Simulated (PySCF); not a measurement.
How methods differ on the excitation energy of Al

Al [Ne] 3s2 3p1 (2P) → Al [Ne] 3s1 3p2 (4P), as a difference of total energies. All numbers are calculated (PySCF 2.14, the spin-free X2C one-electron Hamiltonian (Gaussian nucleus), in x2c-QZVPPall (9s6p4d2f1g, 70 functions)). Correlated levels: valence: [Ne] frozen. The calculations carry no spin-orbit coupling.

| method | excitation energy (eV) |
| --- | --- |
| UHF | 2.416 |
| MP2 (valence) | 3.198 |
| SCS-MP2 (valence) | 3.518 |
| CCSD (valence) | 3.434 |
| CCSD(T) (valence) | 3.465 |

**Question.** How much does correlation contribute at CCSD(T) (valence)?

**Answer.** 3.465 − (2.416) = 1.049 eV, measured against UHF.

Errors of the correlated levels include the incompleteness of this basis and the frozen core.

For comparison: 3.598 eV (measured; NIST levels, between the centres of gravity of the two terms).
